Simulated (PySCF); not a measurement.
C3H3N2, SMILES C1=C[N]N=C1 (connectivity only; charge and spin as stated), charge -1, multiplicity 1.

Geometry: PBE-D3(BJ)/def2-SVPD. The spin state was assumed, not searched. The isomer is the one that the SMILES or the coordinates give; other isomers of the formula were not compared.

Calculation: PBE-D3(BJ)/def2-SVPD run with PySCF.

Harmonic, unscaled wavenumbers; measured fundamentals usually lie a few per cent lower.

```csv
mode,ν (cm⁻¹),IR (km/mol),moving atoms (share of kinetic energy)
1,622,39.1,"C 62 %, H 34 %"
2,654,41.0,"H 74 %, C 20 %"
3,687,0.0,"N 72 %, C 27 %"
4,738,0.0,"H 81 %, C 16 %"
5,769,13.0,"H 76 %, C 24 %"
6,870,2.1,"H 39 %, N 37 %, C 25 %"
7,896,2.2,"C 80 %, N 13 %"
8,990,12.5,"H 53 %, N 33 %, C 14 %"
9,1007,27.6,"H 60 %, N 34 %"
10,1125,0.7,"N 55 %, C 28 %, H 17 %"
11,1128,1.1,"H 64 %, N 20 %, C 17 %"
12,1208,0.1,"N 48 %, C 44 %, H 8 %"
13,1333,5.5,"C 49 %, N 30 %, H 21 %"
14,1385,0.6,"C 86 %, H 12 %"
15,1441,24.0,"C 71 %, H 21 %, N 8 %"
16,3076,0.1,H 92 %
17,3080,132.4,"H 92 %, C 8 %"
18,3121,62.8,"H 91 %, C 9 %"
```
